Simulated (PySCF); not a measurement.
Compound: C2H9FO2Si2.
Atom-mapped SMILES: `[CH3:1][O:2][SiH2:3][O:4][SiH2:5][CH2:6][F:7]` (hydrogens: H8, H9, H10 on C1; H11, H12 on Si3; H13, H14 on Si5; H15, H16 on C6)

Geometry (GFN2-xTB, Å), atoms numbered from 1 in this order:
```
atom  x, y, z in Å
C1    -3.2205   -0.2517    0.5068
O2    -1.8419   -0.1825    0.3034
Si3   -1.0184   -0.1637   -1.0857
O4     0.5310   -0.0358   -0.6421
Si5    1.7764   -0.4663    0.2962
C6     3.0527    0.9376    0.0341
F7     4.2176    0.6670    0.7284
H8    -3.6289   -1.1787    0.0976
H9    -3.7271    0.5907    0.0301
H10   -3.4038   -0.2216    1.5812
H11   -1.1955   -1.4090   -1.8292
H12   -1.2781    1.0351   -1.8761
H13    2.3014   -1.7370   -0.2021
H14    1.3837   -0.5366    1.7010
H15    3.3432    1.0552   -1.0136
H16    2.7005    1.9062    0.4002
```

Level of theory: TDDFT CAM-B3LYP/def2-SVPD, vertical, gas phase, core orbitals frozen in the response (PySCF).

Ground-to-excited transition dipoles (e·a0, same axes as the geometry; the sign carries no meaning), for the states with f of 0.002 or more among the lowest 8:

```csv
state,E (hartree),μx,μy,μz
S1,0.2626,0.179,0.214,-0.002
S2,0.2720,0.082,0.174,-0.012
S3,0.2823,-0.087,0.226,0.007
S5,0.2944,-0.223,-0.240,0.136
S6,0.3056,0.157,-0.215,-0.010
S7,0.3067,-0.265,-0.107,-0.072
S8,0.3128,-0.091,-0.586,0.054
```

Problem. Work out the oscillator strengths.

Solution. f = (2/3) ΔE |μ|² with ΔE in hartree (27.2114 eV).

```tsv
state	|μ|² (au)	|μ| (D)	f
S1	0.078	0.71	0.014
S2	0.037	0.49	0.007
S3	0.059	0.62	0.011
S5	0.126	0.90	0.025
S6	0.071	0.68	0.014
S7	0.087	0.75	0.018
S8	0.354	1.51	0.074
```

Problem. Which bond between heavy atoms lies closest to the direction of the S8 transition dipole?

Solution. Si5–C6, at 33° from it; next C1–O2, Si3–O4 and O4–Si5 at 78°.

Problem. What angle do the transition dipoles of S7 and S8 make?

Solution. |cos θ| = |μa·μb| / (|μa| |μb|) = 0.47, so θ ≈ 62° (taken between 0 and 90°, since the signs are arbitrary).

Problem. How is the summed strength of these states shared among x, y and z?

Solution. (2/3) Σ ΔE μα² gives 0.039 for x, 0.118 for y and 0.005 for z, 0.162 in all.

Problem. What peak molar absorption coefficient would the strongest computed level give as a lone Gaussian band 0.3 eV wide at half height?

Solution. ε(max) = 2.175×10⁸ f / FWHM, with the width in cm⁻¹. S8: 2.175×10⁸ × 0.0738 / 2420 ≈ 6600 L mol⁻¹ cm⁻¹.

One conformer stands for the species.

Without π bonds the low states may be Rydberg-like; a valence basis with one diffuse set may place them up to an eV too high.
